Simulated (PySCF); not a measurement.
Run record: geometry optimisation, `[O]=[V-2](=[O])(=[O])[OH]` ([VO3(OH)]2-).

Computed with PBE0-D3(BJ)/def2-SVP geometry optimisation, gas phase (PySCF 2.14.0). Start geometry: GFN2-xTB. A driver script takes a list of jobs; this job's settings line and coordinates (Å) are shown.

Input:
```
{"job": {"xc": "PBE0", "basis": "def2-SVP", "d3": "d3bj", "grid": 1, "maxiter": 40, "kind": "geom"}, "charge": -2, "multiplicity": 1}
V      0.177870     0.303720     0.300680
O      0.170050     0.327910     1.886480
O      1.659480     0.258330    -0.269400
O     -0.596530     1.552360    -0.301930
O     -0.705720    -1.243840    -0.325890
H     -0.705150    -1.198470    -1.289940
```

Output:
```
step   0  E = -1244.63584823  max force = 0.076369
step   1  E = -1244.65054548  max force = 0.008838
step   2  E = -1244.65095009  max force = 0.002189
step   3  E = -1244.65106658  max force = 0.001473
step   4  E = -1244.65108896  max force = 0.000953
step   5  E = -1244.65109194  max force = 0.000268
optimisation converged
```

Energies in Eh; «max force» is the largest Cartesian gradient component in Eh/bohr.

Problem. Give the first gradient maximum in eV/Å.

Solution. With 1 Eh/bohr = 51.422 eV/Å, 3.927 eV/Å.

In short: final energy -1244.65109 Eh after 5 steps.

The ion is multiply charged and computed in the gas phase, without counter-ions or solvent; whether it holds all its electrons wasn't checked.

Time: 22 s wall. Hardware: one thread of an Arm Neoverse V1 (shared host).
Labels such as C1 count atoms from 1, the log's own numbers from 0.
